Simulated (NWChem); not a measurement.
# C$_{3}$H$_{8}$N$_{2}$; SMILES C/N=C/CN

Computed with NWChem. Pople sets run with spherical d functions. B3LYP is NWChem's, with the RPA form of VWN correlation. Each level has its own optimisation. Brackets give each atom's bonded neighbours. One conformer.

```
level                r C–N [C(HHHN)–N(CC)] (Å)  r C–N [C(CHN)–N(CC)] (Å)  r C–C (Å)  r C–H [C(CHN)–H(C)] (Å)  dipole (D)
-------------------  -------------------------  ------------------------  ---------  -----------------------  ----------
B3LYP/6-31G*                             1.452                     1.269      1.507                    1.103        0.64
Hartree-Fock/STO-3G                      1.492                     1.273      1.530                    1.093        0.04
PBE-D3(BJ)/def2-SVP                      1.444                     1.277      1.506                    1.122        0.74
```
